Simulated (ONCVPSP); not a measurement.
## What one change does to a pseudopotential (In (Z = 49), ONCV)

ONCVPSP 4.0.1 input, shortened (lines: element, Z, core and valence counts, functional; n l f; lmax; l rc ep ncon nbas qcut; lloc lpopt rc5 dvloc0; l nproj debl; icmod fcfact rcfact), LDA (Perdew-Zunger), scalar-relativistic:

```
  In 49.00    6    4        3      upf
    1    0    2.00
    2    0    2.00
    2    1    6.00
    3    0    2.00
    3    1    6.00
    3    2   10.00
    4    0    2.00
    4    1    6.00
    4    2   10.00
    5    0    2.00
    2
    0    1.40    0.00    5    8   10.90
    1    1.35    0.00    4    7    7.90
    2    1.35    0.00    4    9   11.40
    2    5    1.35    0.00
    0    3    3.80
    1    3    1.00
    2    0    1.50
    3    1.75    1.70
```

In the p channel the program set the typed energies aside and used -3.146, 0.250, 1.250 Ha.

Change: d: rc 1.1.

Cutoffs: the cutoffs (Ha) at which the residual kinetic energy of the hardest occupied pseudo-wave falls to 1 and 0.1 mHa per electron; they do not see the model core or the augmentation charge, which bear on the density cutoff. Errors are all-electron minus pseudo energies relative to the spin-unpolarised reference configuration.

Problem. How do hardness, ghosts and transferability respond?

Solution. The potential gets neither clearly harder nor softer (43 Ha and 49 Ha → 43 Ha and 52 Ha); the bound ghost in p disappears; the errors of the 4 common tests hardly move.

```tsv
quantity	base	changed
cutoff, loose	43 Ha	43 Ha
cutoff, tight	49 Ha	52 Ha
loose cutoff by channel	s 43 Ha, p 21 Ha, d 42 Ha	s 43 Ha, p 21 Ha, d 43 Ha
bound ghosts	p	none
GHOST(+) flags under 300 eV	none	none
error for 4s2 4p6 4d10 5s2 5p1, meV [ΔE -5.59 eV]	+1.1	+1.1
error for 4s2 4p6 4d10 5s1, meV [ΔE 19.66 eV]	-3.3	-3.3
error for 4s2 4p6 4d10 5s0, meV [ΔE 48.40 eV]	-8.8	-8.8
error for 4s1 4p6 4d10 5s2 5p1, meV [ΔE 121.77 eV]	-67	-61
s: phases at 1.42 bohr within 0.05 rad from the reference energy up to (Ha; the scan ends near 5)	to the end of the scan	to the end of the scan
p: phases at 1.37 bohr within 0.05 rad from the reference energy up to (Ha; the scan ends near 5)	to the end of the scan	to the end of the scan
rms error of d²Exc/dni dnj with the model core, mHa	0.26	0.27
```

 A true bound ghost makes a file unfit for plane-wave use even where its test errors are small: the radial tests pick states by their node count and pass the ghost by.
